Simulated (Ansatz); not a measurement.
Cost and result for the atomization energy of `BN(CC)[Si](C)(C)C` (24 atoms, 23 bonds).

Z-matrix (Å, degrees):
```
C
N 1 1.462
C 1 1.518 2 112.8
H 1 1.093 2 108.0 3 -121.2
H 1 1.094 2 109.8 3 122.7
B 2 1.392 1 120.1 3 98.7
Si 2 1.774 1 120.3 3 -77.1
H 3 1.093 1 110.7 2 -179.7
H 3 1.093 1 111.5 2 60.3
H 3 1.092 1 110.4 2 -59.6
H 6 1.201 2 120.0 1 3.0
H 6 1.200 2 119.6 1 -176.8
C 7 1.867 2 109.6 1 -136.6
C 7 1.869 2 109.6 1 102.5
C 7 1.872 2 108.7 1 -17.8
H 13 1.093 7 110.9 2 57.4
H 13 1.091 7 111.8 2 -63.2
H 13 1.094 7 110.1 2 176.8
H 14 1.093 7 111.4 2 -60.4
H 14 1.094 7 111.2 2 179.1
H 14 1.093 7 110.4 2 59.3
H 15 1.093 7 111.7 2 -61.1
H 15 1.092 7 113.0 2 61.1
H 15 1.094 7 109.0 2 -179.6
```

The species carries charge 0 and has multiplicity 1. All single points use the PBE0-D4/def2-TZVP geometry. It is one conformer, not always the lowest. Program: Ansatz. All runs use 4 threads of an AMD EPYC 7R13 on a shared host and a share of an NVIDIA H100 80 GB. Times are those of one run each, without the atoms' runs, and a repeat can differ threefold. Electronic energies, without spin–orbit coupling; frozen cores. CCSD(T)/CBS adds CCSD(T) − MP2 in def2-TZVPP to the MP2 limit, and its time is that of the two runs behind it. T1 = 0.011. B3LYP takes the VWN-RPA correlation (the form of Gaussian; ORCA's B3LYP/G).

CCSD(T)/CBS is a level of theory with its own doubt, some kJ/mol a heavy atom from the limit and from the frozen cores, so smaller differences don't rank the functionals.

```csv
level,functions,wall time,atomization (kcal/mol),difference from CCSD(T)/CBS,per bond
LDA (SPW92)/def2-TZVPP,483,3 s,2499.6,280.3,12.2
revPBE-D4/def2-TZVPP,483,3.1 s,2208.5,-10.8,-0.5
r2SCAN-D4/def2-TZVPP (with forces),483,3.9 s,2225.9,6.6,0.3
B97M-V/def2-TZVPP,483,3.9 s,2227.2,7.9,0.3
BLYP-D4/def2-TZVPP,483,4.3 s,2213.0,-6.3,-0.3
CCSD(T)/def2-SVP,196,4.6 s,2120.5,-98.8,-4.3
CAM-B3LYP-D4/def2-TZVPP,483,4.8 s,2236.2,16.9,0.7
B3LYP-D4/def2-TZVPP (with forces),483,5.5 s,2227.8,8.5,0.4
PBE-QIDH/def2-TZVPP,483,7.5 s,2214.6,-4.7,-0.2
B2PLYP/def2-TZVPP,483,7.5 s,2199.9,-19.4,-0.8
MP2/def2-QZVPP,949,7.5 s,2217.7,-1.6,-0.1
CCSD(T)/def2-TZVPP,483,38 s,2171.1,-48.2,-2.1
CCSD(T)/CBS(def2),–,45 s,2219.3,0.0,0.0
```

Leaving LDA and LC-ωPBE aside and taking each functional with its dispersion term where it has one, the values, not all of them listed here, spread over 66.4 kcal/mol, from BHLYP-D4 to PBE-D4. LDA lies +262.9 kcal/mol from PBE without D4, its usual overbinding. From BLYP to BHLYP (50 % exact exchange), in def2-TZVPP and without D4, the atomization energy moves by −13.9 kcal/mol: exact exchange takes away binding that semilocal exchange gives to molecules. At CCSD(T), def2-SVP lies −98.8 kcal/mol from the extrapolated value and def2-TZVPP −48.2 kcal/mol: correlation converges slowly with the basis, and small sets miss more of it in the bonded molecule than in its fragments.
